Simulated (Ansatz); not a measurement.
**Molecular dynamics of FGaH₄**

input.yaml

```yaml
crystal:
  periodic: [false, false, false]
  atoms:
    - { symbol: Ga, position_ang: [0.009702, -0.149838, -0.073711] }
    - { symbol: H, position_ang: [0.017192, -0.002253, 1.703875] }
    - { symbol: H, position_ang: [1.437655, 0.159404, -0.634057] }
    - { symbol: H, position_ang: [-1.437077, 0.096157, -0.61623] }
    - { symbol: F, position_ang: [0.059197, -1.974582, 0.815261] }
    - { symbol: H, position_ang: [0.041731, -1.040788, 1.557163] }
basis:
  gaussian: { orbitals: def2-SVP }
hamiltonian:
  xc: pbe
md:
  timestep: 0.5
  n_steps: 200
  ensemble: nve
  temperature: 100.0
  initial_velocities: maxwell_boltzmann
  seed: 4643
```

Command:

```bash
$ ansatz run input.yaml --threads 1 --pin off --max-ram 2048MiB --backend cpu --events-out ev --progress --plain --runs-dir out
```

It starts at the highest image of a converged band, a first-order saddle point between two minima.

Output, in part (one step line in 3, the closing report, with atoms numbered from 0):

```
md step     0: t =     0.00 fs  T =   100.0 K  F+E_penalty+E_count = -55139.40360065 eV  E_kin = 0.051704 eV  conserved = -55139.35189665 eV  (24 SCF iters)
md step     3: t =     1.50 fs  T =    86.2 K  F+E_penalty+E_count = -55139.39643369 eV  E_kin = 0.044590 eV  conserved = -55139.35184378 eV  (29 SCF iters)
md step     6: t =     3.00 fs  T =    57.0 K  F+E_penalty+E_count = -55139.38121668 eV  E_kin = 0.029460 eV  conserved = -55139.35175622 eV  (29 SCF iters)
md step     9: t =     4.50 fs  T =    34.5 K  F+E_penalty+E_count = -55139.36956758 eV  E_kin = 0.017858 eV  conserved = -55139.35170919 eV  (21 SCF iters)
md step    12: t =     6.00 fs  T =    31.5 K  F+E_penalty+E_count = -55139.36800417 eV  E_kin = 0.016272 eV  conserved = -55139.35173228 eV  (21 SCF iters)
md step    15: t =     7.50 fs  T =    41.6 K  F+E_penalty+E_count = -55139.37333021 eV  E_kin = 0.021526 eV  conserved = -55139.35180394 eV  (29 SCF iters)
md step    18: t =     9.00 fs  T =    47.1 K  F+E_penalty+E_count = -55139.37622027 eV  E_kin = 0.024371 eV  conserved = -55139.35184974 eV  (25 SCF iters)
md step    21: t =    10.50 fs  T =    37.4 K  F+E_penalty+E_count = -55139.37116234 eV  E_kin = 0.019356 eV  conserved = -55139.35180613 eV  (29 SCF iters)
md step    24: t =    12.00 fs  T =    24.2 K  F+E_penalty+E_count = -55139.36420515 eV  E_kin = 0.012491 eV  conserved = -55139.35171461 eV  (29 SCF iters)
md step    27: t =    13.50 fs  T =    29.6 K  F+E_penalty+E_count = -55139.36702896 eV  E_kin = 0.015327 eV  conserved = -55139.35170171 eV  (28 SCF iters)
md step    30: t =    15.00 fs  T =    56.8 K  F+E_penalty+E_count = -55139.38117946 eV  E_kin = 0.029386 eV  conserved = -55139.35179302 eV  (29 SCF iters)
md step    33: t =    16.50 fs  T =    83.4 K  F+E_penalty+E_count = -55139.39498442 eV  E_kin = 0.043113 eV  conserved = -55139.35187130 eV  (29 SCF iters)
md step    36: t =    18.00 fs  T =    89.1 K  F+E_penalty+E_count = -55139.39793924 eV  E_kin = 0.046080 eV  conserved = -55139.35185893 eV  (25 SCF iters)
md step    39: t =    19.50 fs  T =    76.4 K  F+E_penalty+E_count = -55139.39129529 eV  E_kin = 0.039509 eV  conserved = -55139.35178632 eV  (29 SCF iters)
md step    42: t =    21.00 fs  T =    64.0 K  F+E_penalty+E_count = -55139.38479657 eV  E_kin = 0.033075 eV  conserved = -55139.35172193 eV  (29 SCF iters)
md step    45: t =    22.50 fs  T =    69.4 K  F+E_penalty+E_count = -55139.38759601 eV  E_kin = 0.035883 eV  conserved = -55139.35171345 eV  (29 SCF iters)
md step    48: t =    24.00 fs  T =    95.5 K  F+E_penalty+E_count = -55139.40113958 eV  E_kin = 0.049366 eV  conserved = -55139.35177379 eV  (29 SCF iters)
md step    51: t =    25.50 fs  T =   127.6 K  F+E_penalty+E_count = -55139.41780237 eV  E_kin = 0.065950 eV  conserved = -55139.35185193 eV  (29 SCF iters)
md step    54: t =    27.00 fs  T =   148.1 K  F+E_penalty+E_count = -55139.42842804 eV  E_kin = 0.076579 eV  conserved = -55139.35184882 eV  (24 SCF iters)
md step    57: t =    28.50 fs  T =   159.3 K  F+E_penalty+E_count = -55139.43415739 eV  E_kin = 0.082387 eV  conserved = -55139.35176994 eV  (29 SCF iters)
md step    60: t =    30.00 fs  T =   179.1 K  F+E_penalty+E_count = -55139.44438173 eV  E_kin = 0.092617 eV  conserved = -55139.35176509 eV  (29 SCF iters)
md step    63: t =    31.50 fs  T =   208.3 K  F+E_penalty+E_count = -55139.45953150 eV  E_kin = 0.107692 eV  conserved = -55139.35183999 eV  (29 SCF iters)
md step    66: t =    33.00 fs  T =   229.8 K  F+E_penalty+E_count = -55139.47068709 eV  E_kin = 0.118837 eV  conserved = -55139.35185047 eV  (29 SCF iters)
md step    69: t =    34.50 fs  T =   240.6 K  F+E_penalty+E_count = -55139.47621676 eV  E_kin = 0.124419 eV  conserved = -55139.35179787 eV  (28 SCF iters)
md step    72: t =    36.00 fs  T =   251.7 K  F+E_penalty+E_count = -55139.48193332 eV  E_kin = 0.130130 eV  conserved = -55139.35180334 eV  (28 SCF iters)
md step    75: t =    37.50 fs  T =   263.0 K  F+E_penalty+E_count = -55139.48782228 eV  E_kin = 0.135997 eV  conserved = -55139.35182566 eV  (27 SCF iters)
md step    78: t =    39.00 fs  T =   275.6 K  F+E_penalty+E_count = -55139.49420574 eV  E_kin = 0.142478 eV  conserved = -55139.35172725 eV  (26 SCF iters)
md step    81: t =    40.50 fs  T =   309.5 K  F+E_penalty+E_count = -55139.51184997 eV  E_kin = 0.160039 eV  conserved = -55139.35181081 eV  (27 SCF iters)
md step    84: t =    42.00 fs  T =   344.6 K  F+E_penalty+E_count = -55139.53015221 eV  E_kin = 0.178172 eV  conserved = -55139.35197974 eV  (27 SCF iters)
md step    87: t =    43.50 fs  T =   344.5 K  F+E_penalty+E_count = -55139.52998453 eV  E_kin = 0.178127 eV  conserved = -55139.35185768 eV  (27 SCF iters)
md step    90: t =    45.00 fs  T =   334.2 K  F+E_penalty+E_count = -55139.52452208 eV  E_kin = 0.172770 eV  conserved = -55139.35175232 eV  (23 SCF iters)
md step    93: t =    46.50 fs  T =   338.0 K  F+E_penalty+E_count = -55139.52661558 eV  E_kin = 0.174775 eV  conserved = -55139.35184026 eV  (24 SCF iters)
md step    96: t =    48.00 fs  T =   341.9 K  F+E_penalty+E_count = -55139.52855663 eV  E_kin = 0.176760 eV  conserved = -55139.35179702 eV  (24 SCF iters)
md step    99: t =    49.50 fs  T =   353.5 K  F+E_penalty+E_count = -55139.53457384 eV  E_kin = 0.182766 eV  conserved = -55139.35180817 eV  (24 SCF iters)
md step   102: t =    51.00 fs  T =   364.5 K  F+E_penalty+E_count = -55139.54045318 eV  E_kin = 0.188446 eV  conserved = -55139.35200753 eV  (24 SCF iters)
md step   105: t =    52.50 fs  T =   335.8 K  F+E_penalty+E_count = -55139.52545729 eV  E_kin = 0.173618 eV  conserved = -55139.35183941 eV  (24 SCF iters)
md step   108: t =    54.00 fs  T =   301.3 K  F+E_penalty+E_count = -55139.50749456 eV  E_kin = 0.155807 eV  conserved = -55139.35168711 eV  (24 SCF iters)
md step   111: t =    55.50 fs  T =   296.0 K  F+E_penalty+E_count = -55139.50483957 eV  E_kin = 0.153018 eV  conserved = -55139.35182110 eV  (23 SCF iters)
md step   114: t =    57.00 fs  T =   296.3 K  F+E_penalty+E_count = -55139.50496724 eV  E_kin = 0.153180 eV  conserved = -55139.35178684 eV  (23 SCF iters)
md step   117: t =    58.50 fs  T =   307.8 K  F+E_penalty+E_count = -55139.51090107 eV  E_kin = 0.159125 eV  conserved = -55139.35177622 eV  (24 SCF iters)
md step   120: t =    60.00 fs  T =   324.6 K  F+E_penalty+E_count = -55139.51985861 eV  E_kin = 0.167830 eV  conserved = -55139.35202902 eV  (23 SCF iters)
md step   123: t =    61.50 fs  T =   298.4 K  F+E_penalty+E_count = -55139.50611817 eV  E_kin = 0.154268 eV  conserved = -55139.35185034 eV  (24 SCF iters)
md step   126: t =    63.00 fs  T =   265.0 K  F+E_penalty+E_count = -55139.48868667 eV  E_kin = 0.136998 eV  conserved = -55139.35168896 eV  (24 SCF iters)
md step   129: t =    64.50 fs  T =   261.7 K  F+E_penalty+E_count = -55139.48712165 eV  E_kin = 0.135291 eV  conserved = -55139.35183026 eV  (23 SCF iters)
md step   132: t =    66.00 fs  T =   264.8 K  F+E_penalty+E_count = -55139.48870630 eV  E_kin = 0.136935 eV  conserved = -55139.35177116 eV  (23 SCF iters)
md step   135: t =    67.50 fs  T =   280.2 K  F+E_penalty+E_count = -55139.49674081 eV  E_kin = 0.144881 eV  conserved = -55139.35185936 eV  (24 SCF iters)
md step   138: t =    69.00 fs  T =   283.9 K  F+E_penalty+E_count = -55139.49883412 eV  E_kin = 0.146803 eV  conserved = -55139.35203112 eV  (24 SCF iters)
md step   141: t =    70.50 fs  T =   244.1 K  F+E_penalty+E_count = -55139.47794524 eV  E_kin = 0.126184 eV  conserved = -55139.35176126 eV  (24 SCF iters)
md step   144: t =    72.00 fs  T =   215.4 K  F+E_penalty+E_count = -55139.46310347 eV  E_kin = 0.111389 eV  conserved = -55139.35171487 eV  (24 SCF iters)
md step   147: t =    73.50 fs  T =   212.3 K  F+E_penalty+E_count = -55139.46161325 eV  E_kin = 0.109759 eV  conserved = -55139.35185401 eV  (23 SCF iters)
md step   150: t =    75.00 fs  T =   211.0 K  F+E_penalty+E_count = -55139.46080851 eV  E_kin = 0.109106 eV  conserved = -55139.35170297 eV  (23 SCF iters)
md step   153: t =    76.50 fs  T =   232.0 K  F+E_penalty+E_count = -55139.47186076 eV  E_kin = 0.119951 eV  conserved = -55139.35190992 eV  (25 SCF iters)
md step   156: t =    78.00 fs  T =   232.9 K  F+E_penalty+E_count = -55139.47240465 eV  E_kin = 0.120394 eV  conserved = -55139.35201054 eV  (24 SCF iters)
md step   159: t =    79.50 fs  T =   193.6 K  F+E_penalty+E_count = -55139.45184435 eV  E_kin = 0.100101 eV  conserved = -55139.35174337 eV  (24 SCF iters)
md step   162: t =    81.00 fs  T =   170.4 K  F+E_penalty+E_count = -55139.43986145 eV  E_kin = 0.088093 eV  conserved = -55139.35176798 eV  (23 SCF iters)
md step   165: t =    82.50 fs  T =   164.6 K  F+E_penalty+E_count = -55139.43689091 eV  E_kin = 0.085080 eV  conserved = -55139.35181051 eV  (23 SCF iters)
md step   168: t =    84.00 fs  T =   170.2 K  F+E_penalty+E_count = -55139.43971118 eV  E_kin = 0.087988 eV  conserved = -55139.35172354 eV  (24 SCF iters)
md step   171: t =    85.50 fs  T =   192.6 K  F+E_penalty+E_count = -55139.45160144 eV  E_kin = 0.099574 eV  conserved = -55139.35202725 eV  (23 SCF iters)
md step   174: t =    87.00 fs  T =   173.0 K  F+E_penalty+E_count = -55139.44136806 eV  E_kin = 0.089455 eV  conserved = -55139.35191339 eV  (23 SCF iters)
md step   177: t =    88.50 fs  T =   131.0 K  F+E_penalty+E_count = -55139.41945105 eV  E_kin = 0.067744 eV  conserved = -55139.35170737 eV  (24 SCF iters)
md step   180: t =    90.00 fs  T =   111.8 K  F+E_penalty+E_count = -55139.40966094 eV  E_kin = 0.057821 eV  conserved = -55139.35184043 eV  (24 SCF iters)
md step   183: t =    91.50 fs  T =    96.3 K  F+E_penalty+E_count = -55139.40152603 eV  E_kin = 0.049792 eV  conserved = -55139.35173402 eV  (23 SCF iters)
md step   186: t =    93.00 fs  T =   104.3 K  F+E_penalty+E_count = -55139.40567577 eV  E_kin = 0.053931 eV  conserved = -55139.35174513 eV  (24 SCF iters)
md step   189: t =    94.50 fs  T =   126.6 K  F+E_penalty+E_count = -55139.41749866 eV  E_kin = 0.065466 eV  conserved = -55139.35203289 eV  (24 SCF iters)
md step   192: t =    96.00 fs  T =   106.0 K  F+E_penalty+E_count = -55139.40667353 eV  E_kin = 0.054825 eV  conserved = -55139.35184860 eV  (24 SCF iters)
md step   195: t =    97.50 fs  T =    76.0 K  F+E_penalty+E_count = -55139.39104205 eV  E_kin = 0.039275 eV  conserved = -55139.35176723 eV  (23 SCF iters)
md step   198: t =    99.00 fs  T =    58.7 K  F+E_penalty+E_count = -55139.38217887 eV  E_kin = 0.030348 eV  conserved = -55139.35183133 eV  (23 SCF iters)
md step   200: t =   100.00 fs  T =    50.1 K  F+E_penalty+E_count = -55139.37760021 eV  E_kin = 0.025902 eV  conserved = -55139.35169783 eV  (23 SCF iters)
Total energy: -55139.37763665 eV, -2026.3347533344 hartree
Atom 0 at     0.006112    -0.008143    -0.123024 Å, force    -0.395994    -0.542862    -0.117397 eV/Å
Atom 1 at     0.014673     0.476662     1.344269 Å, force    -0.054571     0.266338     0.488177 eV/Å
Atom 2 at     1.318914    -0.219972    -0.895730 Å, force     0.634529    -0.024193    -0.253983 eV/Å
Atom 3 at    -1.313378    -0.214999    -0.960710 Å, force    -0.161496     0.050787     0.091606 eV/Å
Atom 4 at     0.067706    -2.410968     1.026690 Å, force    -0.064761     0.117800    -0.897913 eV/Å
Atom 5 at     0.127226    -2.405347     1.948981 Å, force     0.042292     0.132128     0.689510 eV/Å
Dipole moment:     0.031496    -0.188070     0.473748 e Å
```

All steps were run. The conserved energy stayed within 0.038 meV per atom of its start (net change 0.033 meV per atom), so the integration is sound. The system heated up, since it started high on the potential surface and ran downhill. A run of 0.1 ps of so small a system gives no equilibrium averages. The orbitals stay closed-shell, which can raise the energy where a bond breaks towards radicals; this wasn't checked here.

The step under study would form Ga1–F5, H2–H6 and break Ga1–H2, F5–H6. These pairs go: Ga1–F5 2.03 → 2.66 Å, H2–H6 1.05 → 2.95 Å, Ga1–H2 1.78 → 1.55 Å, F5–H6 1.19 → 0.92 Å. In the last frame they stand as before the step (other bonds may differ from the relaxed reactants and products). Also parted: Ga1–H6 1.86 → 3.17 Å. It ends as FH + GaH3. Pairs count as bonded within 1.25 times the sum of covalent radii (0.12 Å more for H–H).

Last frame:

```xyz
6
Properties=species:S:1:pos:R:3
Ga 0.006 -0.008 -0.123
H 0.015 0.477 1.344
H 1.319 -0.220 -0.896
H -1.313 -0.215 -0.961
F 0.068 -2.411 1.027
H 0.127 -2.405 1.949
```

The run took 4 min on 1 thread of Arm Neoverse V1, with other jobs on the host, peak memory 0.1 GiB.
